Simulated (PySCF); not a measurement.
The numbers are results of PySCF 2.14.0 with PBE0-D4/def2-TZVP, not measurements. Gas-phase values, no solvent. One relaxed conformer stands for a flexible species; it need not be the lowest. Excitations are Tamm–Dancoff values on a coarser integration grid. The basis has no diffuse functions, so Rydberg states are missing or too high.

Reference species (SMILES): `[SiH2](O)N` (neutral, multiplicity 1).

```yaml
T1 excitation (TDA): 6.57 eV
HOMO–LUMO gap: 8.59 eV
HOMO: -7.78 eV
```

After one change: the T1 excitation (TDA) falls by 2.32 eV; the HOMO–LUMO gap falls by 2.20 eV; the HOMO rises by 0.79 eV.

### Question
What was changed between the two runs? The new species is one of these.
A) `C#C[SiH2]O`
B) `O[SiH2]B(O)O`
C) `C[S@](=O)[SiH2]O` (O–S–Si–O torsion -17°, S–Si–O–H torsion 14°)
D) `O[SiH2]S` (H–O–Si–S torsion -52°, O–Si–S–H torsion -65°)

### Answer
C, `C[S@](=O)[SiH2]O` (O–S–Si–O torsion -17°, S–Si–O–H torsion 14°)
